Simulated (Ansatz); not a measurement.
Isolated molecules relaxed with PBE0-D4/def2-TZVP in Ansatz; ΔE leaves out vibrations. CBS: MP2 limit from def2 TZ/QZ plus the TZ coupled-cluster correction, frozen cores. This one scheme is used for every species. DFT in def2-TZVPP. B3LYP here is the variant with VWN-RPA as its local correlation; programs differ in this. HSE06 is defined as in plane-wave codes. Triplets are unrestricted, without spin–orbit coupling. One conformer a species, not always the lowest.

`CCSC(C)(C)C` → `CCSC(C)C` + `[CH2]` (triplet)  (formal loss of a carbene)

| level | ΔE (kJ/mol) | difference from CCSD(T)/CBS |
| --- | --- | --- |
| LDA (SPW92) | 520.4 | 73.4 |
| PBE-D4 | 447.6 | 0.6 |
| revPBE-D4 | 437.5 | -9.5 |
| BLYP-D4 | 433.7 | -13.3 |
| r2SCAN-D4 | 421.0 | -26.0 |
| B97M-V | 444.9 | -2.1 |
| PBE0-D4 | 439.6 | -7.4 |
| B3LYP-D4 | 433.7 | -13.3 |
| r2SCAN0-D4 | 417.1 | -29.9 |
| HSE06-D4 | 439.6 | -7.4 |
| BHLYP-D4 | 422.5 | -24.5 |
| CAM-B3LYP-D4 | 438.7 | -8.3 |
| ωB97X-V | 453.9 | 6.9 |
| ωB97M-V | 447.2 | 0.2 |
| B2PLYP | 430.8 | -16.2 |
| revPBE | 407.1 | -39.9 |
| BLYP | 411.4 | -35.6 |
| r2SCAN | 418.0 | -29.0 |
| PBE0 | 430.6 | -16.4 |
| r2SCANh | 416.2 | -30.8 |
| r2SCAN0 | 413.7 | -33.3 |
| HSE06 | 431.2 | -15.8 |
| BHLYP | 410.5 | -36.5 |
| CAM-B3LYP | 429.6 | -17.4 |
| RPA@PBE/def2-TZVPP | 429.6 | -17.4 |
| HF/def2-SVP | 295.1 | -151.9 |
| MP2/def2-SVP | 443.3 | -3.7 |
| CCSD/def2-SVP | 421.2 | -25.8 |
| CCSD(T)/def2-SVP | 431.5 | -15.5 |
| HF/def2-TZVPP | 286.3 | -160.7 |
| MP2/def2-TZVPP | 453.1 | 6.1 |
| SCS-MP2/def2-TZVPP | 449.7 | 2.7 |
| CCSD/def2-TZVPP | 422.7 | -24.3 |
| CCSD(T)/def2-TZVPP | 436.2 | -10.8 |
| HF/def2-QZVPP | 286.1 | -160.9 |
| MP2/def2-QZVPP | 459.2 | 12.2 |
| SCS-MP2/def2-QZVPP | 457.0 | 10.0 |
| HF/CBS(def2) | 286.1 | -160.9 |
| MP2/CBS(def2) | 463.8 | 16.8 |
| CCSD/CBS(def2) | 433.4 | -13.6 |
| CCSD(T)/CBS | 447.0 | 0 |

Largest T1 diagnostic among the species: 0.011.

The D4 term adds +16.5 kJ/mol with B3LYP and +9.0 kJ/mol with PBE0; it sums over pairs of atoms, weighted by their polarisabilities, and B3LYP, whose exchange is more repulsive, gets the larger term. From r2SCAN to r2SCAN0 (25 % exact exchange), in def2-TZVPP and without D4, ΔE moves by −4.4 kJ/mol.

CCSD(T)/CBS has its own doubt, a few kJ/mol and more with outer-core shells, so smaller differences from it don't rank the levels.
